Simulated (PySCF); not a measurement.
Gas-phase reaction: GaCl + NH2 → GaNH2 + Cl. Level: PBE0/def2-TZVP; standard pressure 1 bar.

Energies from PySCF, thermal terms from the rigid-rotor harmonic-oscillator model, ideal gas at 1 bar. Open shells (unrestricted): NH2 (multiplicity 2), Cl (multiplicity 2, electronic degeneracy 6); the rest are closed-shell singlets. Spin-orbit splitting is ignored; it lowers the true energy and changes the entropy of Cl. Ga: all electrons, no relativistic terms. GaNH2: computed as isolated molecules; such fragments, hydroxides, amides, oligomers or adducts are transient or little studied in the gas. The harmonic model lacks anharmonicity and excited electronic states, which grow with temperature; levels with a mode under 35 cm⁻¹ are left out.

| T (K) | 1000/T (1/K) | log10 K |
|---|---|---|
| 1000 | 1.0000 | -6.47 |
| 1200 | 0.8333 | -5.46 |
| 1400 | 0.7143 | ? |
| 1600 | 0.6250 | -4.18 |
| 1800 | 0.5556 | -3.74 |
| 2000 | 0.5000 | -3.39 |

**Question.** Fit log10 K = a + b·(1000/T) to the five rows, get the mean ΔH° and ΔS°, and predict log10 K at 1400 K.

**Answer.** Means: 1000/T = 0.7028, log10 K = -4.648. Sums of products about the means: Sxy = -1.07265, Sxx = 0.174207, so b = Sxy/Sxx = -6.16 and a = -4.648 − (-6.16)×0.7028 = -0.32.
ΔH° = −R ln 10 × 1000 K × b = −19.145 × (-6.16) = 118 kJ; ΔS° = R ln 10 × a = -6 J/K. The run's own values go from 115 kJ and -9 J/K at 1000 K to 122 kJ and -4 J/K at 2000 K.
Prediction at 1400 K: -0.32 + (-6.16)×0.7143 = -4.72. The computed value is -4.73, 0.01 from the line.
For scale, ΔH°(298 K) is 111 kJ at this level, 105 kJ at ωB97M-V/def2-TZVP†, and runs from 36 to 123 kJ over the 20 levels computed († marks an energy on the PBE0/def2-TZVP geometry).
